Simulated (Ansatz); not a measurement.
The lowest singlet and triplet of CS (SMILES [C]=S); geometries from B3LYP-D3(BJ)/def2-TZVP, each state relaxed from the structure named, with no frequency check.
Singlet (charge 0, multiplicity 1):
```xyz
2

C      0.000     0.000    -1.114
S      0.000     0.000     0.418
```

A positive gap puts the triplet lower; no zero-point energy. R- takes a restricted singlet. U- takes an unrestricted singlet (broken symmetry where lower, unprojected). The triplet is unrestricted in single-reference levels.

Frozen-core correlation.

Codes used: Ansatz (Gaussian orbitals). Each number belongs to the level named beside it.

Task: One of these levels gives -330.9 kJ/mol for the gap E(singlet) − E(triplet), vertical, at the singlet's geometry. Which one is it?
A) U-HF/cc-pV(D+d)Z
B) U-MP2/cc-pV(Q+d)Z
C) R-wB97X-V/def2-TZVPP

Result: C, R-wB97X-V/def2-TZVPP. The others give -223.4 (U-HF/cc-pV(D+d)Z), -388.9 (U-MP2/cc-pV(Q+d)Z)

Doubts at one or more of the structures used: a spin-contaminated determinant (U-HF/cc-pV(D+d)Z, U-MP2/cc-pV(Q+d)Z).

Ansatz is a program for electronic structure.
